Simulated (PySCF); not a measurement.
C4H8OSi, SMILES C[SiH]1CC(=O)C1. Geometry: PBE-D3(BJ)/def2-SVP. The structure was generated by enumeration, and PubChem lists no compound with its InChIKey, so it may never have been made.

Computed equilibrium geometry at PBE-D3(BJ)/def2-SVP (PySCF confirms it by a frequency run) as Cartesian coordinates in Å, and its point group:
point group Cs.
```xyz
14

C      2.5711    -0.3045     0.0000
Si     0.8532     0.4648     0.0000
C     -0.4678    -0.2406     1.2054
C     -1.4238    -0.1782     0.0000
O     -2.6054     0.1020     0.0000
C     -0.4678    -0.2406    -1.2054
H      2.5047    -1.4110     0.0000
H      3.1439     0.0088    -0.8964
H      3.1439     0.0088     0.8964
H      0.9049     1.9660     0.0000
H     -0.8412     0.2404     2.1280
H     -0.1935    -1.2968     1.4243
H     -0.1935    -1.2968    -1.4243
H     -0.8412     0.2404    -2.1280
```
